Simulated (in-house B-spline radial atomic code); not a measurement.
Configurations of Ba³⁺, with energies counted from [Kr] 4d10 5s2 5p5. Level of theory: scalar-relativistic (X2C) PBEsol, spin-polarised, spherical fractional occupations, Fermi nucleus of rms radius 4.8378 fm; calculated with an all-electron radial atomic-structure program (B-spline basis). Shells without spins written out take the highest spin.

Occupations are held fixed; configurations that lie above the ionisation limit could autoionise.

```
                                                           configuration  E - E(ref) (eV)  highest orbital  its <r> (bohr)
            [Kr] 4d10 5s(1 up, 0 down) 5p(3 up, 2 down) 6d(1 up, 0 down)           48.852            6d up           5.072
                                                   [Kr] 4d10 5s1 5p5 6f1           54.427            6f up            7.61
                                                    [Kr] 4d9 5s2 5p5 5f1           111.54            5f up           4.269
                                      [Ar] 3d10 4s2 4p5 4d10 5s2 5p5 5d1           188.25            5d up           2.336
                                      [Ar] 3d10 4s2 4p5 4d10 5s2 5p5 6p1           196.96            6p up           3.865
[Ar] 3d(5 up, 4 down) 4s2 4p6 4d10 5s2 5p(3 up, 2 down) 6s(0 up, 1 down)           791.75          6s down           3.368
                                       [Ar] 3d9 4s2 4p6 4d10 5s2 5p5 6p1           796.12            6p up           3.849
```

Order these further configurations by energy, lowest first.
A. [Kr] 4d10 5s1 5p5 5f1
B. [Ar] 3d10 4s2 4p(2 up, 3 down) 4d10 5s2 5p(3 up, 2 down) 5f(1 up, 0 down)
C. [Kr] 4d10 5s2 5p4 5f1
D. [Kr] 4d9 5s2 5p6
E. [Kr] 4d(5 up, 4 down) 5s2 5p(3 up, 2 down) 5d(1 up, 0 down)

C (33.56 eV), A (49.776 eV), D (75.826 eV), E (96.12 eV), B (203.84 eV).

How far above the reference does [Ar] 3d10 4s2 4p5 4d10 5s2 5p5 6f1 lie?

208.46 eV; its least bound orbital is 6f up with <r> = 7.447 bohr.

How far above the reference does [Ar] 3d9 4s2 4p6 4d10 5s2 5p5 5f1 lie?

802.82 eV; its least bound orbital is 5f up with <r> = 4.209 bohr.
